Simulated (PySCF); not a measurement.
C₄H₄S, triplet, at a GFN2-xTB geometry (a higher spin typed on purpose: for a closed-shell molecule this is an excited state); B3LYP/STO-3G in PySCF.

Here is a job for PySCF.
```python
from pyscf import gto, scf, dft

mol = gto.M(
    atom='''
C     0.350925   -1.447307    0.170024
C    -0.956479   -1.133105    0.219030
C    -1.198458    0.284676    0.045372
S     0.282462    1.203636   -0.181475
C     1.196972   -0.291006   -0.044417
H     0.774670   -2.429034    0.272395
H    -1.771151   -1.817209    0.367821
H    -2.144377    0.783945    0.044280
H     2.263712   -0.275429   -0.120950
''',
    basis='sto-3g',
    charge=0,
    spin=2,
    verbose=4,
)

mf = dft.UKS(mol)
mf.xc = 'b3lyp'
mf.kernel()
```

### Question
What does PySCF print? Leave out banner, timings and long lists.

### Answer

```
PySCF version 2.14.0

[INPUT] verbose = 4
[INPUT] num. atoms = 9
[INPUT] num. electrons = 44
[INPUT] charge = 0
[INPUT] spin (= nelec alpha-beta = 2S) = 2
[INPUT] symmetry False subgroup None
[INPUT] Mole.unit = angstrom
[INPUT] Symbol           X                Y                Z      unit          X                Y                Z       unit  Magmom
[INPUT]  1 C      0.350925000000  -1.447307000000   0.170024000000 AA    0.663152140263  -2.735013848166   0.321298794603 Bohr   0.0
[INPUT]  2 C     -0.956479000000  -1.133105000000   0.219030000000 AA   -1.807483353898  -2.141258120375   0.413906713063 Bohr   0.0
[INPUT]  3 C     -1.198458000000   0.284676000000   0.045372000000 AA   -2.264757391794   0.537959674237   0.085740653724 Bohr   0.0
[INPUT]  4 S      0.282462000000   1.203636000000  -0.181475000000 AA    0.533775820597   2.274542393667  -0.342938048455 Bohr   0.0
[INPUT]  5 C      1.196972000000  -0.291006000000  -0.044417000000 AA    2.261949258773  -0.549921640605  -0.083935965275 Bohr   0.0
[INPUT]  6 H      0.774670000000  -2.429034000000   0.272395000000 AA    1.463914136917  -4.590209007257   0.514751947701 Bohr   0.0
[INPUT]  7 H     -1.771151000000  -1.817209000000   0.367821000000 AA   -3.346990315250  -3.434027321095   0.695080952864 Bohr   0.0
[INPUT]  8 H     -2.144377000000   0.783945000000   0.044280000000 AA   -4.052285237816   1.481441346722   0.083677072796 Bohr   0.0
[INPUT]  9 H      2.263712000000  -0.275429000000  -0.120950000000 AA    4.277795704891  -0.520485376763  -0.228562374766 Bohr   0.0

nuclear repulsion = 198.807641401413
number of shells = 21
number of NR pGTOs = 99
number of NR cGTOs = 33
basis = sto-3g
ecp = {}

******** <class 'pyscf.dft.uks.UKS'> ********
method = UKS
initial guess = minao
damping factor = 0
level_shift factor = 0
DIIS = <class 'pyscf.scf.diis.CDIIS'>
diis_start_cycle = 1
diis_space = 8
diis_damp = 0
SCF conv_tol = 1e-09
SCF conv_tol_grad = None
SCF max_cycles = 50
direct_scf = True
direct_scf_tol = 1e-13
number electrons alpha = 23  beta = 21
XC library pyscf.dft.libxc version 7.1.2
    S. Lehtola, C. Steigemann, M. J. T. Oliveira, and M. A. L. Marques,  SoftwareX 7, 1–5 (2018)
XC functionals = b3lyp
    P. J. Stephens, F. J. Devlin, C. F. Chabalowski, and M. J. Frisch,  J. Phys. Chem. 98, 11623 (1994)
radial grids:
    Treutler-Ahlrichs [JCP 102, 346 (1995); DOI:10.1063/1.469408] (M4) radial grids

becke partition: Becke, JCP 88, 2547 (1988); DOI:10.1063/1.454033
pruning grids: <function nwchem_prune>
grids dens level: 3
symmetrized grids: False
atomic radii adjust function: <function treutler_atomic_radii_adjust>
small_rho_cutoff = 0
Set gradient conv threshold to 3.16228e-05
tot grids = 114584
init E= -547.240484229519

cycle= 1 E= -546.570542892463  delta_E= 0.67  |g|= 0.104  |ddm|= 3.14

cycle= 2 E= -546.580926868844  delta_E= -0.0104  |g|= 0.0592  |ddm|= 0.318

cycle= 3 E= -546.583327310545  delta_E= -0.0024  |g|= 0.0224  |ddm|= 0.115

cycle= 4 E= -546.583739740614  delta_E= -0.000412  |g|= 0.00658  |ddm|= 0.0443

cycle= 5 E= -546.583788537901  delta_E= -4.88e-05  |g|= 0.00178  |ddm|= 0.0162

cycle= 6 E= -546.583791673519  delta_E= -3.14e-06  |g|= 0.000839  |ddm|= 0.00539

cycle= 7 E= -546.583792347855  delta_E= -6.74e-07  |g|= 9.34e-05  |ddm|= 0.00181

cycle= 8 E= -546.583792363636  delta_E= -1.58e-08  |g|= 1.43e-05  |ddm|= 0.000323

cycle= 9 E= -546.583792363897  delta_E= -2.61e-10  |g|= 1.14e-05  |ddm|= 5.51e-05

Extra cycle  E= -546.583792363582  delta_E= 3.15e-10  |g|= 2.45e-05  |ddm|= 5.17e-05
converged SCF energy = -546.583792363582  <S^2> = 2.0052739  2S+1 = 3.0035139
```
